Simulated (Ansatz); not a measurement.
```yaml
crystal:
  periodic: [false, false, false]
  atoms:
    - {symbol: B, position_ang: [-0.781782, 1.310480, -0.304509]}
    - {symbol: O, position_ang: [-0.684136, -0.035837, -0.234360]}
    - {symbol: Si, position_ang: [0.530440, -1.034018, 0.237327]}
    - {symbol: F, position_ang: [1.130904, -1.719955, -1.064459]}
    - {symbol: H, position_ang: [-1.798889, 1.778510, -0.727765]}
    - {symbol: H, position_ang: [0.136773, 1.996320, 0.059282]}
    - {symbol: H, position_ang: [1.609141, -0.262563, 0.891786]}
    - {symbol: H, position_ang: [-0.050353, -2.090039, 1.086798]}
basis:
  gaussian: {orbitals: "6-31++G**"}
hamiltonian: {xc: {name: wPBEh}}
```

```sh
$ ansatz run in.yaml --threads 2 --pin off --events-out ev --progress --plain --max-ram 4352MiB
```

It prints (some lines left out):

```
Functional definition: wPBEh
976 factors; their error is unknown
113 factors; integrals over basis functions are off by at most 1.3e-6 eV
mean field evaluation 1: about -13372.4186 eV, gradient 5.6e1 eV
mean field evaluation 2: about -13360.6827 eV, gradient 9.7e1 eV
mean field evaluation 4: about -13377.7637 eV, gradient 5.5e0 eV
mean field evaluation 8: about -13377.8068 eV, gradient 2.4e-2 eV
mean field evaluation 16: about -13377.8583 eV, gradient 2.3e-5 eV
mean field -13377.85830139 eV, -491.6272247381 hartree, gradient 2.3e-5 eV, S^2 0.000000; 0 other end points of the search recorded, 0 dependent functions left out
reference -13377.85839452 eV, -491.6272281605 hartree; 20, 20 occupied and 84, 84 virtual orbitals, 976 factors
Total energy: -13377.85839452 eV, -491.6272281605 hartree
```

Hardware: 2 threads of an Arm Neoverse V1 on a shared host. Wall time 1.9 s, peak host memory 0.36 GiB.
